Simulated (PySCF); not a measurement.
# Energy of Ag(2+) (silver, charge +2) between two integer charges

The 4d beta orbital of [Kr] 4d9 is emptied in steps (occupation f), with all orbitals relaxed, ending at [Kr] 4d8. Calculation: PySCF 2.14, in def2-SVP with the def2 core potential (28 electrons); scalar relativity through the core potential. The exact energy is a straight line in f; departures are measured from the line between the end points of the same method.

```json
{"f": "1", "UHF (eV)": "0.000", "LDA (eV)": "0.000", "PBE (eV)": "0.000"}
{"f": "0.9", "UHF (eV)": "0.138", "LDA (eV)": "-0.668", "PBE (eV)": "-0.656"}
{"f": "0.7", "UHF (eV)": "0.310", "LDA (eV)": "-1.572", "PBE (eV)": "-1.541"}
{"f": "0.5", "UHF (eV)": "0.357", "LDA (eV)": "-1.885", "PBE (eV)": "-1.845"}
{"f": "0.3", "UHF (eV)": "0.290", "LDA (eV)": "-1.594", "PBE (eV)": "-1.557"}
{"f": "0.1", "UHF (eV)": "0.120", "LDA (eV)": "-0.687", "PBE (eV)": "-0.670"}
{"f": "0", "UHF (eV)": "0.000", "LDA (eV)": "0.000", "PBE (eV)": "0.000"}
```

Q: For LDA, how does the orbital energy at f = 1 compare with the removal energy?

A: −ε = 28.356 eV against a total-energy difference of 35.754 eV. By Janak's theorem ε = ∂E/∂f, so the gap between them reflects the curvature. Along the path −ε is 29.785 (f = 0.9), 32.700 (f = 0.7), 35.688 (f = 0.5), 38.739 (f = 0.3), 41.844 (f = 0.1) eV.

```csv
method,E(f=0) − E(f=1) (eV),−ε at f=1 (eV),−ε at f=0.5 (eV)
UHF,33.536,35.091,33.476
LDA,35.754,28.356,35.688
PBE,35.432,28.165,35.383
```

Reference removal energy between the ground levels: 34.8 ± 0.3 eV (semi-empirical (NIST evaluation); NIST Atomic Spectra Database, ionization energies). The calculation has no spin-orbit coupling. The determinant left behind need not be the lowest term of the ion. UHF lacks correlation.
